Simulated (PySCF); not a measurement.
**Ba⁺: ionisation energy**

Ba⁺ [Xe] 6s1 [6s1/2^1, M_J = 1/2] → Ba²⁺ [Xe], as a difference of total energies. Computed with PySCF 2.14 in x2c-TZVPall-2c, with the two-component X2C-1e Hamiltonian. Correlated levels: [Kr] 4d10 frozen; the 24 highest virtual spinors dropped. "Screened" scales the spin-orbit matrix elements by Boettger's factors to mimic the two-electron term; Breit and QED terms are absent.

```csv
method,ionisation energy (eV),error (eV)
GHF (screened spin-orbit),9.374,-0.630
GMP2 (screened spin-orbit),9.868,-0.136
```

Reference: 10.004 eV (measured; NIST Atomic Spectra Database, ionization energies).

Errors of the correlated levels include the incompleteness of this basis and the frozen core.
